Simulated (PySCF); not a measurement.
Assignment exercise: C₈H₁₄

Geometry (Å), atoms numbered from 1 in this order:
```xyz
22

C    -1.9235   -0.4132   -0.2307
C    -1.4286    0.2673    1.0445
C     0.0512    0.5666    0.7632
C     1.0273   -0.5434    1.1888
C     2.0653   -0.5934    0.0727
C     1.2112   -0.4196   -1.1786
C     0.1734    0.6491   -0.7959
C    -1.2423    0.3947   -1.3338
H    -1.5773   -1.4613   -0.2597
H    -3.0206   -0.4375   -0.3179
H    -1.5727   -0.3400    1.9521
H    -1.9854    1.2073    1.1952
H     0.3555    1.5164    1.2295
H     1.4581   -0.3711    2.1871
H     0.4958   -1.5106    1.2337
H     2.6660   -1.5163    0.0711
H     2.7679    0.2524    0.1711
H     1.7892   -0.1493   -2.0756
H     0.6994   -1.3721   -1.4039
H     0.5399    1.6395   -1.1073
H    -1.7761    1.3504   -1.4678
H    -1.2390   -0.1110   -2.3124
```

[PySCF 2.14: KT3/pcSseg-1 with gauge-including orbitals; PBE0-D3(BJ)/def2-SVP structure; single conformer; rapidly exchanging positions averaged; no solvent; relativity neglected]

Shifts are taken against calculated references (same method and geometry level): TMS for 13C (σ = 182.31 ppm), 1H (σ = 31.32 ppm).

**Question.** Assign these signals to the numbered atoms. 13C{1H} NMR (computed): δ 45.7 (CH), 36.7 (CH2), 28.7 (CH2).

**Answer.** 
| δ (ppm) | atoms | environment | reason |
| --- | --- | --- | --- |
| 45.7 | C3/C7 | sp3 CH in a ring | aliphatic region, no heteroatom directly attached |
| 36.7 | C2/C4/C6/C8 | sp3 CH2 in a ring | a saturated carbon with 2 carbon neighbours and no heteroatom attached |
| 28.7 | C1/C5 | sp3 CH2 in a ring | – |

**Question.** Assign these signals to the numbered atoms. 1H NMR (600 MHz, computed): δ 2.29 (m, 2H), 1.66 (m, 4H), 1.48 (m, 2H), 1.30 (m, 2H), 1.13 (m, 4H).

**Answer.** 
```tsv
δ (ppm)	atoms	environment	reason
2.29	H13/H20	hydrogen on an sp3 CH in a ring	–
1.66	H12/H14/H18/H21	hydrogen on an sp3 CH2 in a ring	far from electronegative atoms and π systems
1.48	H9/H16	hydrogen on an sp3 CH2 in a ring	–
1.30	H10/H17	hydrogen on an sp3 CH2 in a ring	–
1.13	H11/H15/H19/H22	hydrogen on an sp3 CH2 in a ring	–
```

Shifts are as computed, not scaled to solution data. Of 1211 compounds with measured shifts, 218 miss one by over three times the rms of a fit or turn the order of signals round; such compounds aren't used in these exercises. Multiplicities follow the n + 1 count of equivalent neighbours, as no J values were calculated; m marks all less simple cases, F and P coupling included.
